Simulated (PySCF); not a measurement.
AuF5, SMILES [F][Au]([F])([F])([F])[F], multiplicity 1.

The structure is a stationary point at PBE-D3(BJ)/def2-SVP. The geometry has at least one imaginary mode, so it is a saddle point at that level. The multiplicity is an assumed one; other spin states were not compared. The def2 effective core potentials stand for the cores of Au; spin–orbit coupling is left out.

Level of theory: PySCF with PBE-D3(BJ)/def2-SVP.

Frequencies are harmonic and unscaled.

Modes within 1.5 cm⁻¹ of each other (mostly degenerate sets) share a row, with their intensities summed.

| mode | ν (cm⁻¹) | IR (km/mol) | moving atoms (share of kinetic energy) |
|---|---|---|---|
| 1–2 | 103i | 12.6 | F 97 % |
| 3 | 154 | 0.0 | F 100 % |
| 4 | 157 | 0.0 | F 100 % |
| 5 | 213 | 7.8 | F 78 %, Au 22 % |
| 6–7 | 237 | 6.1 | F 88 %, Au 12 % |
| 8–9 | 567 | 0.3 | F 99 % |
| 10 | 597 | 1.4 | F 91 %, Au 9 % |
| 11–12 | 624 | 80.9 | F 83 %, Au 17 % |
